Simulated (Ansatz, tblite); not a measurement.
Series SiH3X: gap (eV) at several levels, gas phase, relaxed structures; Ansatz, xTB through tblite. Core potentials for I in the def2 sets, no spin–orbit coupling. The structures are stationary points that may keep the symmetry of their start.

```csv
species,state,geometry,GFN1-xTB,PBE-D4/def2-SVP,PBE-D4/def2-TZVP,r2SCAN-D4/def2-TZVP,PBE0-D4/def2-SVP,PBE0-D4/def2-TZVP
SiIH3 (SiH3I),singlet,r2SCAN-D4/def2-TZVP,6.13,4.99,4.95,5.59,7.00,6.92
SiClH3 (SiH3Cl),singlet,r2SCAN-D4/def2-TZVP,7.09,6.84,6.68,7.49,9.18,8.95
SiFH3 (SiH3F),singlet,PBE0-D4/def2-TZVP,7.40,7.66,7.29,8.17,10.12,9.65
SiBrH3 (SiH3Br),singlet,PBE-D4/def2-TZVP,6.43,5.98,5.89,6.62,8.20,8.04
Si(SH)H3 (SiH4S),singlet,PBE-D4/def2-TZVP,6.17,5.68,5.49,6.21,7.84,7.56
Si(CN)H3 (CH3NSi),singlet,PBE0-D4/def2-TZVP,5.02,7.02,6.92,7.44,9.40,9.24
Si(NCO)H3 (CH3NOSi),singlet,r2SCAN-D4/def2-TZVP,5.97,6.93,6.61,7.43,9.30,8.82
Si(SiH3)H3 (Si2H6),singlet,PBE-D4/def2-TZVP,4.30,6.93,6.68,7.21,8.91,8.65
Si(GeH3)H3 (SiGeH6),singlet,PBE0-D4/def2-TZVP,4.51,7.04,6.74,7.40,8.98,8.67
SiMeH3 (CH6Si),singlet,r2SCAN-D4/def2-TZVP,6.94,8.31,7.82,8.70,10.50,9.91
```

(1) Estimate the rows for Si(OH)H3 (SiOH4) (singlet, r2SCAN-D4/def2-TZVP geometry); Si(CCH)H3 (C2H4Si) (singlet, PBE0-D4/def2-TZVP geometry); Si(NCS)H3 (CH3NSSi) (singlet, PBE-D4/def2-SVP geometry); Si(NH2)H3 (SiNH5) (singlet, PBE0-D4/def2-TZVP geometry).

(1) 
```tsv
species	state	geometry	GFN1-xTB	PBE-D4/def2-SVP	PBE-D4/def2-TZVP	r2SCAN-D4/def2-TZVP	PBE0-D4/def2-SVP	PBE0-D4/def2-TZVP
Si(OH)H3 (SiOH4)	singlet	r2SCAN-D4/def2-TZVP	7.28	6.68	6.37	7.29	9.21	8.77
Si(CCH)H3 (C2H4Si)	singlet	PBE0-D4/def2-TZVP	5.52	6.15	6.06	6.55	8.36	8.23
Si(NCS)H3 (CH3NSSi)	singlet	PBE-D4/def2-SVP	4.16	4.91	4.79	5.25	6.92	6.80
Si(NH2)H3 (SiNH5)	singlet	PBE0-D4/def2-TZVP	6.60	5.82	5.51	6.39	8.20	7.77
```

Over the 14 species that have every level, the mean is 5.97 at GFN1-xTB, 6.50 at PBE-D4/def2-SVP, 6.27 at PBE-D4/def2-TZVP, 6.98 at r2SCAN-D4/def2-TZVP, 8.73 at PBE0-D4/def2-SVP, 8.43 at PBE0-D4/def2-TZVP. Orbital gaps grow with the share of exact exchange and aren't one observable across functionals.
